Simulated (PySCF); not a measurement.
Point-charge models of `C=C=C(C#N)C#C[SiH2]C` against its computed dipole.

Coordinates (GFN2-xTB, Å) and charges (e) from the PBE0/pcSseg-1 density (PySCF):

```
atom       x       y       z  Mulliken      IAO  Hirshfeld  ESP-fitted
  C1  -3.727   1.598   0.794   -0.1233  -0.3203    -0.0732     -0.5166
  C2  -2.801   0.973   0.152   +0.0752  +0.0956    +0.0504     +0.2096
  C3  -1.865   0.331  -0.516   -0.5378  -0.0928    +0.0091     -0.2368
  C4  -2.156  -0.245  -1.780   +0.1510  +0.1543    +0.0796     +0.4620
  N5  -2.377  -0.717  -2.800   -0.2370  -0.2250    -0.2089     -0.4621
  C6  -0.535   0.167  -0.045   +0.4145  -0.0136    -0.0380     +0.1682
  C7   0.602   0.008   0.330   -0.3969  -0.3185    -0.1433     -0.4360
 Si8   2.347  -0.232   0.898   +0.6590  +0.7949    +0.3717     +0.7266
  C9   3.239  -1.285  -0.402   -0.6263  -0.7146    -0.2054     -0.5738
 H10  -4.378   1.091   1.489   +0.1734  +0.1935    +0.0791     +0.2490
 H11  -3.896   2.656   0.665   +0.1735  +0.1935    +0.0791     +0.2496
 H12   2.961   1.096   1.023   -0.0826  -0.1170    -0.0714     -0.1406
 H13   2.306  -0.918   2.195   -0.0828  -0.1173    -0.0715     -0.1412
 H14   3.242  -0.797  -1.373   +0.1492  +0.1642    +0.0485     +0.1563
 H15   4.273  -1.465  -0.120   +0.1420  +0.1591    +0.0461     +0.1293
 H16   2.756  -2.251  -0.523   +0.1490  +0.1642    +0.0484     +0.1564
```

Question: Compute μ = Σ q r for each scheme (1 e·Å = 4.803 D) and compare with the dipole of the full density.

Answer: The full density gives (0.28, 1.71, 3.45) D, 3.86 D in size; dipole vectors point from the negative to the positive end.

| scheme | μx | μy | μz | size (D) | share of the full size (%) | angle to the full dipole (°) |
| --- | --- | --- | --- | --- | --- | --- |
| Mulliken | 0.85 | 2.51 | 5.22 | 5.86 | 152 | 4 |
| IAO | 0.55 | 1.80 | 3.70 | 4.15 | 108 | 4 |
| Hirshfeld | 0.18 | 1.46 | 2.89 | 3.24 | 84 | 1 |
| ESP-fitted | 0.30 | 1.71 | 3.45 | 3.86 | 100 | 0 |

Question: Which set comes closest?

Answer: Length of the difference vector: ESP-fitted 0.02 D, IAO 0.38 D, Hirshfeld 0.62 D, Mulliken 2.03 D. Closest: ESP-fitted. 

Question: What is left for the Hirshfeld atoms' own dipoles?

Answer: The shares of the density sum to the whole, so what Σ q r misses lies in dipoles about the nuclei. The atomic dipoles sum to (0.28, 1.71, 3.45) − (0.18, 1.46, 2.89) = (0.10, 0.24, 0.56) D, 0.62 D in size.

Question: With the origin at the mean of the coordinates, (0.000, 0.001, -0.001) Å, which are the largest single terms, by size, of the Hirshfeld dipole along the direction of the full one?

Answer: N5 +3.00, Si8 +1.56, C4 -0.71, C9 +0.68, H13 -0.59 D; all 16 atoms together +3.24 D. The single terms depend on the origin, their sum doesn't.

Question: Give the size of the full dipole in other units.

Answer: 3.86 D = 1.518 au = 0.803 e·Å = 12.87 × 10⁻³⁰ C·m.

Geometry: GFN2-xTB; no solvent, vibrations or thermal averaging.

These values come from a run that also computed NMR shieldings. The run took 34 s on an Arm Neoverse V2 with one thread, no GPU (shared host), and the process peaked at 0.85 GiB of memory.
